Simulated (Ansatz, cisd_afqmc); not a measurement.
Species: NaOH, charge 1, doublet. NaOH+ (parent SMILES [Na][OH], doublet).
B3LYP-D3(BJ)/def2-TZVP minimum from Ansatz (a quantum-chemistry and plane-wave program):
```
O
H 1 0.9777
Na 1 2.2575 2 180.00
```
Charge +1, spin multiplicity 2.

Total energies in def2-SVP, 7 correlated electrons, 6 frozen orbitals. UHF or UKS for unpaired electrons; spin-orbit terms are left out. Cores are frozen in correlated methods. No relativity. The Monte Carlo rows (phaseless AFQMC, CISD trial, step 0.005/hartree) carry one-sigma bars that omit the constraint's bias. Outlying blocks are dropped, and bars are widened where a walk drifts. Over all cases where full CI ran beside it in this data, AFQMC minus full CI had a median of +0.1 mEh and passed +0.4 mEh in a tenth of the cases. Full CI freezes restricted core orbitals and the other rows unrestricted ones, which leaves a small offset even where coupled cluster is exact. The spin of HNaO+ (parent SMILES [OH][Na], doublet) was assumed, and the state is the lowest solution found for it.

The bar of a AFQMC/CISD walk is widened from 0.14 to 0.18 mEh, since its error had not levelled off in the blocking analysis, or few joins of blocks were possible.

```tsv
method	program	energy (Eh)	error against FCI (mEh)
HF	Ansatz	-236.97014	166.03
MP2	Ansatz	-237.11947	16.70
CCSD	Ansatz	-237.13391	2.27
CCSD(T)	Ansatz	-237.13575	0.42
CCSDT(Q)	Ansatz	-237.13621	-0.03
CCSDTQ	Ansatz	-237.13621	-0.04
AFQMC/CISD	cisd_afqmc	-237.1362 ± 0.0002	0.0 ± 0.2
FCI	Ansatz	-237.13618	0.00
```

Rough core times of Ansatz's runs on a shared machine: CCSD(T) under 20 s, CCSDT(Q) under 20 s, CCSDTQ 4 min, FCI 4 min.
